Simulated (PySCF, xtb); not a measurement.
C4H5Si, SMILES C1=CC=C[SiH]1 (connectivity only; charge and spin as stated), charge +1, multiplicity 1.

Harmonic wavenumbers (cm⁻¹) from GFN2-xTB run with xtb at its own minimum, in rising order: 240, 374, 449, 480, 488, 612, 740, 776, 791, 836, 899, 908, 969, 1092, 1093, 1207, 1265, 1511, 1554, 2412, 3096, 3100, 3110, 3112.

What does PySCF 2.14.0 with PBE-D3(BJ)/def2-SVP give at its own minimum? (Estimate from the structure and the level; the computed values follow.)

203, 298, 481, 524, 558, 648, 706, 739, 773, 882, 891, 961, 969, 1060, 1068, 1228, 1273, 1519, 1549, 2236, 3118, 3125, 3183, 3185. Paired by order, the mean absolute difference is 40 cm⁻¹ and the zero-point energies are 44.5 and 44.6 kcal/mol.
